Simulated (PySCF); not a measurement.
# ECD: `N#C[C@@H]1[C@@H](S)C12CC2`, C₆H₇NS

Cartesian coordinates in Å; atom numbers follow the order of the lines, from 1:
```xyz
15

N     1.064    3.230   -0.097
C     1.058    2.096    0.062
C     1.032    0.690    0.255
C     0.864   -0.216   -0.969
S     1.814   -1.740   -1.088
C    -0.235   -0.063   -0.008
C    -1.685    0.226   -0.027
C    -1.137   -0.930    0.779
H     1.682    0.341    1.052
H     0.801    0.255   -1.942
H     1.460   -2.210    0.108
H    -2.238    0.009   -0.928
H    -2.038    1.100    0.502
H    -1.127   -0.844    1.856
H    -1.319   -1.935    0.424
```

Theory: PySCF 2.14.0, TDDFT wB97X-D/def2-SVPD circular dichroism and optical rotation, one conformer, gas phase. Geometry: GFN2-xTB.

The molecule is flexible and this is one conformer; a measurement averages over conformers.

**Question.** Assign R or S to each stereocentre.

**Answer.** C3 R, C4 R.

**Question.** Which excitations and rotatory strengths does the calculation give?

**Answer.** Rotatory strengths R in 10⁻⁴⁰ esu² cm², velocity form and length form (origin at the centre of mass); f in length form.
```tsv
state	E (eV)	λ (nm)	f	R (velocity)	R (length)	main
1	5.51	225	0.0009	+0.9	+0.7	HOMO→LUMO 0.84
2	6.42	193	0.041	+0.9	+1.1	HOMO→LUMO+1 0.84
3	7.07	175	0.004	-15.8	-16.2	HOMO→LUMO+2 0.47, HOMO−1→LUMO 0.10
4	7.16	173	0.112	+29.3	+27.5	HOMO→LUMO+2 0.32, HOMO→LUMO+5 0.22
5	7.32	169	0.020	+10.5	+10.9	HOMO→LUMO+3 0.48, HOMO→LUMO+4 0.21
6	7.53	165	0.059	+33.0	+33.5	HOMO−1→LUMO 0.31, HOMO→LUMO+5 0.16
7	7.82	159	0.024	+0.8	+0.5	HOMO→LUMO+4 0.32, HOMO→LUMO+3 0.21
8	7.90	157	0.020	-15.3	-15.9	HOMO→LUMO+6 0.40, HOMO−1→LUMO 0.10
```

Among the states computed, the strongest CD band (largest |R|) is state 6. The largest dissymmetry factor in size, g = 4R/(D+G), with D and G the electric and magnetic dipole strengths, is -0.041 for state 3 (velocity form, f = 0.004), among bands with |R| over 0.5. The mirror image has the same energies and oscillator strengths and all R with the opposite sign.
